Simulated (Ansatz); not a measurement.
Computed with Ansatz on PBE0-D4/def2-TZVP structures; ΔE is electronic, products minus reactants. CCSD(T)/CBS adds triple-zeta CCSD(T) − MP2 to the extrapolated MP2 energy (def2 sets, frozen cores). Functionals use def2-TZVPP. Each species was taken in one conformer, which may not be the lowest.

Consider the redistribution: `C=CB[SiH2][SiH3]` + `C=CC[O][AlH2]` → `C=CBC=C` + `[AlH2][O]C[SiH2][SiH3]`.

`C=CB[SiH2][SiH3]`:

Z-matrix (Å, degrees):
```
Si
Si 1 2.350
B 1 2.002 2 105.5
H 1 1.490 2 107.4 3 122.2
H 1 1.493 2 106.9 3 -121.6
H 2 1.489 1 110.1 3 60.6
H 2 1.489 1 111.1 3 -179.3
H 2 1.488 1 110.5 3 -58.9
C 3 1.535 1 123.4 2 -89.1
H 3 1.200 1 119.1 2 86.5
C 9 1.340 3 120.6 1 176.7
H 9 1.089 3 121.9 1 -3.8
H 11 1.086 9 120.6 3 -0.4
H 11 1.087 9 122.8 3 179.5
```

`C=CC[O][AlH2]`:

Cartesian coordinates in Å:
```
C -0.821 0.377 -1.933
C 0.300 0.240 -1.241
C 0.491 -0.752 -0.141
O 0.933 -0.118 1.031
Al 0.132 0.316 2.455
H -0.913 1.103 -2.733
H -1.690 -0.241 -1.727
H 1.158 0.874 -1.452
H -0.446 -1.302 0.021
H 1.252 -1.486 -0.438
H -1.370 -0.149 2.654
H 0.974 1.139 3.504
```

`C=CBC=C`:

Cartesian coordinates in Å:
```
C 2.517 -0.090 -0.042
C 1.336 0.518 0.120
B 0.010 -0.245 -0.059
C -1.374 0.408 0.113
C -2.501 -0.293 -0.055
H 2.566 -1.143 -0.305
H 3.468 0.424 0.077
H 1.345 1.575 0.384
H 0.058 -1.412 -0.350
H -1.470 1.462 0.376
H -2.463 -1.346 -0.318
H -3.491 0.142 0.059
```

`[AlH2][O]C[SiH2][SiH3]`:

Z-matrix (Å, degrees):
```
C
O 1 1.405
Si 1 1.897 2 110.3
H 1 1.100 2 112.1 3 121.9
H 1 1.097 2 109.4 3 -120.3
Al 2 1.691 1 133.5 3 -108.1
Si 3 2.343 1 111.5 2 179.4
H 3 1.492 1 108.2 2 58.9
H 3 1.488 1 109.7 2 -58.7
H 6 1.576 2 116.1 1 177.2
H 6 1.584 2 118.3 1 -3.2
H 7 1.489 3 110.5 1 60.4
H 7 1.489 3 110.5 1 -59.3
H 7 1.488 3 110.7 1 -179.5
```

```json
{"level": "r2SCAN", "ΔE (eV)": "-0.40"}
{"level": "CCSD/CBS(def2)", "ΔE (eV)": "-0.41"}
```

Problem. What does CCSD(T)/CBS give? (Estimate.)

Solution. Ansatz gave: -0.41 eV. The listed levels differ from it by 0.01, 0.00 eV.

Largest T1 diagnostic among the species: 0.014.
